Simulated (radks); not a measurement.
Results of a calculation; reference values are marked as such.
How relativity changes the ionisation of the sulfur ion S3+ ([Ne] 3s2 3p1) to S4+ ([Ne] 3s2). Spin-unpolarised spherical Kohn-Sham, PBE, point nucleus unless stated (finite: rms radius 3.2611 fm), a radial shooting solver on a logarithmic mesh with Libxc functionals. A level marked "c x" has the speed of light scaled by that factor and shares open shells by 2j + 1; other Dirac levels either fill j = l - 1/2 first or share by 2j + 1.

level                               E(S3+) (hartree)  E(S4+) (hartree)  IE (eV)   HOMO  <r> HOMO (bohr)
non-rel.                                  -395.41115        -393.69128   46.800     3p            1.664
scalar-rel.                               -396.54350        -394.82374   46.797     3p            1.663
scalar-rel., finite nucleus               -396.54312        -394.82336   46.797     3p            1.663
Dirac, 2j+1 shares                        -396.54444        -394.82466   46.798  3p3/2            1.665
Dirac, low j first                        -396.54771        -394.82466   46.886  3p1/2            1.660
Dirac, 2j+1 shares, finite nucleus        -396.54406        -394.82429   46.798  3p3/2            1.665
Dirac, c x 1.5                            -395.91295        -394.19313   46.799  3p3/2            1.665
Dirac, c x 5                              -395.45619        -393.73633   46.800  3p3/2            1.664
Dirac, c x 10                             -395.42240        -393.70254   46.800  3p3/2            1.664

NIST Atomic Spectra Database: 47.22 eV (semi-empirical). The relativistic part of the total energy of S3+ is -1.133 hartree (Dirac, 2j+1 shares, finite nucleus), 0.29 % of the non-relativistic value. Spin polarisation and multiplet splitting of open shells are left out at every level.

Beside tabulated values, note that spin-unpolarised runs miss the spin-polarisation part of the exchange energy of open shells.
